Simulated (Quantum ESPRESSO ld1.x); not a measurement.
Task: Coherent X-ray form factor from a spherical all-electron density. Calculated with ld1.x of Quantum ESPRESSO 7.5: scalar-relativistic Kohn-Sham, LDA (Slater exchange, Perdew-Zunger correlation), spin-polarised, spherical densities, point nucleus.

sin(theta)/lambda (1/angstrom),f0 (electrons)
0.05,60.278
0.1,58.261
0.15,55.325
0.2,51.922
0.25,48.437
0.3,45.121
0.4,39.370
0.5,34.725
0.6,30.865
0.8,24.792
1,20.568
1.25,17.223
1.5,14.975
2,11.298

The species is in the configuration that NIST lists as its ground one. Which atom or ion scatters so?

Result: The europium ion Eu2+, [Xe] 4f7. Extrapolating in s^2 from the first two rows gives f0(0) = 61.0, near the electron count 61; among species with that count, the fall with angle is slower the higher Z, and the table is that of Z = 63; from so few rows the species is fixed only to a neighbour or two.
